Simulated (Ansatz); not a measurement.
Basis-set extrapolation for CH3BF2Si, SMILES `F[Si]1(F)BC1` (PBE0-D4/def2-TZVP geometry, frozen core, the Gaussian-basis code of Ansatz). Multiplicity 1, RHF reference.

```csv
,def2-TZVPP,def2-QZVPP
HF,-552.287517,-552.309271
MP2 correlation,-0.880138,-0.954911
CCSD(T) correlation,-0.936628,not run
```

Energies in hartree. Use E(X) = E(∞) + A·exp(−7.88·√X) for Hartree–Fock and E(X) = E(∞) + B·X^(−2.97) for correlation, with X = 3 and 4, and add CCSD(T) minus MP2 of the smaller set to the MP2 limit.

What is the CCSD(T) energy at the basis-set limit?

HF limit: -552.309271 + (-0.021754) × 0.13774 = -552.31227. MP2 limit: -0.954911 + (-0.074773) × 0.74074 = -1.01030. Higher-order term: -0.936628 − (-0.880138) = -0.05649. Total: -553.37906 hartree, 97.2 kcal/mol below CCSD(T)/def2-TZVPP.
